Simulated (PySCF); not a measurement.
## Mn (manganese, neutral) across methods

[Ar] 3d5 4s2, high-spin 6S determinant. All numbers are calculated (PySCF 2.14, the spin-free X2C one-electron Hamiltonian (Gaussian nucleus), in ANO-RCC-VTZP (6s5p3d2f1g, 59 functions)).

| method | E (hartree) | mean ε 3d α (eV) | mean ε 4s α (eV) | mean ε 4s β (eV) | Σ⟨r²⟩ (bohr²) | ⟨S²⟩ |
| --- | --- | --- | --- | --- | --- | --- |
| M06-2X | -1158.566 | -12.705 | -6.171 | -6.029 | 41.16 | 8.751 |
| UHF | -1157.38338 | -17.081 | -7.543 | -6.196 | 42.66 | 8.771 |
| PBEsol | -1157.165 | -8.214 | -5.566 | -4.489 | 40.68 | 8.764 |
| PBE | -1158.310 | -8.163 | -5.520 | -4.479 | 40.72 | 8.762 |
| PBE0 | -1158.334 | -10.439 | -6.166 | -5.119 | 40.83 | 8.762 |
| r2SCAN | -1158.515 | -8.740 | -5.784 | -4.563 | 41.20 | 8.783 |
| LDA | -1156.117 | -8.361 | -5.723 | -4.671 | 40.37 | 8.762 |

(1) Estimate the same row for MN15.

Results:

(1) E (hartree) = -1159.180; mean ε 3d α (eV) = -11.337; mean ε 4s α (eV) = -6.734; mean ε 4s β (eV) = -5.870; Σ⟨r²⟩ (bohr²) = 41.21; ⟨S²⟩ = 8.751.
